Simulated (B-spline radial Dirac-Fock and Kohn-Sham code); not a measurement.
# Ionisation energies of terbium ions, computed and tabulated

Method: Dirac-Fock (average of configuration) total-energy differences with a finite nucleus, the Breit interaction including its frequency dependence, and self-energy and vacuum-polarisation corrections. Computed with a radial B-spline solver. Each value is the difference of the configuration-average energies of two neighbouring ions in their tabulated ground configurations. Correlation energy is missing from these numbers. NIST's values refer to the lowest levels; many for high charge states are themselves semi-empirical or theoretical. Where a p, d or f shell is open in either ion the computed value averages over both j values and all terms, while the table refers to the lowest levels; that difference holds spin-orbit splitting (largest in heavy or highly charged ions), term energies where several electrons share open shells, and correlation, and it can reach 10 % or more.

| ion | configuration | computed (eV) | NIST (eV) | kind | NIST − computed (eV) |
| --- | --- | --- | --- | --- | --- |
| Tb⁵²⁺ | [Ne] 3s2 3p1 | 4745.4 | 4877 ± 4 | theoretical | +131.56 |
| Tb⁵³⁺ | [Ne] 3s2 | 5103.0 | 5103 ± 5 | theoretical | -0.04 |
| Tb⁵⁴⁺ | [Ne] 3s1 | 5216.3 | 5217 ± 5 | theoretical | +0.68 |
| Tb⁵⁵⁺ | [He] 2s2 2p6 | 11929.3 | 11673 ± 5 | theoretical | -256.29 |
| Tb⁵⁶⁺ | [He] 2s2 2p5 | 12228.4 | 11957 ± 5 | theoretical | -271.38 |
| Tb⁵⁷⁺ | [He] 2s2 2p4 | 12530.7 | 12272 ± 6 | theoretical | -258.69 |
| Tb⁵⁸⁺ | [He] 2s2 2p3 | 12836.2 | 12563 ± 6 | theoretical | -273.20 |
| Tb⁵⁹⁺ | [He] 2s2 2p2 | 13144.9 | 13658 ± 7 | theoretical | +513.06 |
| Tb⁶⁰⁺ | [He] 2s2 2p1 | 13456.9 | 14003 ± 10 | theoretical | +546.09 |
| Tb⁶¹⁺ | [He] 2s2 | 14434.2 | 14434 ± 12 | theoretical | -0.16 |
| Tb⁶²⁺ | [He] 2s1 | 14720.7 | 14721.02 ± 0.1 | theoretical | +0.33 |
| Tb⁶³⁺ | 1s2 | 59737.5 | 59741.12 ± 0.09 | theoretical | +3.61 |
| Tb⁶⁴⁺ | 1s1 | 61050.0 | 61050.1 ± 0.6 | theoretical | +0.12 |

Question: Where in this range is the largest relative jump, and why?

Answer: From Tb⁶²⁺ (14720.7 eV) to Tb⁶³⁺ (59737.5 eV), a factor of 4.06. The configuration goes from [He] 2s1 to 1s2, so the next electron comes out of a deeper subshell.
